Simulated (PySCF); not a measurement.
WF₄, SMILES [F][W]([F])([F])[F] (connectivity only; charge and spin as stated), neutral, multiplicity 3.

The structure is a stationary point at B3LYP-D3(BJ)/def2-SVP. A frequency run showed that this geometry is not a minimum. The spin state was assumed, not searched. The def2 effective core potentials stand for the cores of W; spin–orbit coupling is left out.

Method: PySCF with ωB97X/def2-TZVP.

The molecule is in vacuum.

* **total energy**: -466.72316 hartree
* **point group**: D2
* **α spin, highest occupied and lowest empty level**: -9.61 and -1.56 eV
* **β spin, highest occupied and lowest empty level**: -14.48 and -3.01 eV
* **dipole moment**: 0.00 D
* **quadrupole, principal values (traceless, Buckingham form, about the centre of nuclear charge)**: -6.03, -3.61, 9.64 D·Å
* **mean static polarisability**: 36.4 bohr³ (5.39 Å³)
* **polarisability, principal values**: 31.8, 37.9, 39.6 bohr³
* **⟨S²⟩**: 2.003 (pure state 2.00)
